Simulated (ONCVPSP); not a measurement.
## Building the ONCV potential for Ir (Z = 77) (PBE, scalar-relativistic).

ONCVPSP 4.0.1 input, shortened (lines: element, Z, core and valence counts, functional; n l f; lmax; l rc ep ncon nbas qcut; lloc lpopt rc5 dvloc0; l nproj debl; icmod fcfact rcfact), PBE, scalar-relativistic:

```
  Ir 77.00   10    4        4      upf
    1    0    2.00
    2    0    2.00
    2    1    6.00
    3    0    2.00
    3    1    6.00
    3    2   10.00
    4    0    2.00
    4    1    6.00
    4    2   10.00
    4    3   14.00
    5    0    2.00
    5    1    6.00
    5    2    7.50
    6    0    1.50
    2
    0    1.60    0.00    4    8    7.80
    1    1.55    0.00    3    7    8.00
    2    2.35    0.00    4    8    6.20
    4    4    1.40    3.00
    0    2    0.40
    1    1    3.90
    2    2    3.10
    3    5.00    1.25
```

Poles of the logarithmic derivatives, all-electron (AE) and pseudo (PS). s: poles at -3.1 (AE) and -3.1 (PS) Ha. p: poles at -1.0 (AE) and -1.0 (PS) Ha. d: poles at 0.1, 4.1 (AE) and 0.1, 4.1 (PS) Ha. Test radii: s 1.63, p 1.58, d 2.38 bohr.

- Cutoffs needed: 22 Ha and 26 Ha (the cutoffs (Ha) at which the residual kinetic energy of the hardest occupied pseudo-wave falls to 1 and 0.1 mHa per electron)
- Ghost test: no bound ghost flagged; no localised positive-energy state flagged
- Largest excitation error: -9.7 meV (all-electron minus pseudo) for 5s2 5p6 5d7 6s0, out of 4 test configurations
- rms error of d²Exc/dni dnj: 6.22 mHa without and 0.39 mHa with the model core
